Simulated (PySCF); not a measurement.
Correlation energy of C⁺ (carbon, charge +1)

[He] 2s1 2p1 3d1, one real determinant (an excited configuration). All numbers are calculated (PySCF 2.14, the non-relativistic Hamiltonian (point nucleus), in dyall-acv3z (15s9p4d2f, 76 functions)). Frozen: nothing; 5 electrons correlated; the 5 highest virtual orbitals of each spin left out.

```json
{"level": "CCSD", "correlation energy (mhartree)": "-61.33"}
{"level": "(T)", "correlation energy (mhartree)": "-0.63"}
{"level": "CCSD(T)", "correlation energy (mhartree)": "-61.96"}
```

Diagnostics: T1 = 0.0063, D1 = 0.0190, largest double amplitude 0.126.

Question: Is a single reference adequate?

Answer: Mostly. T1 lies below 0.03, but a double amplitude of this size points to a near-degeneracy that CCSD handles and MP2 describes poorly.

The reference is one real determinant that mixes LS terms of this configuration.
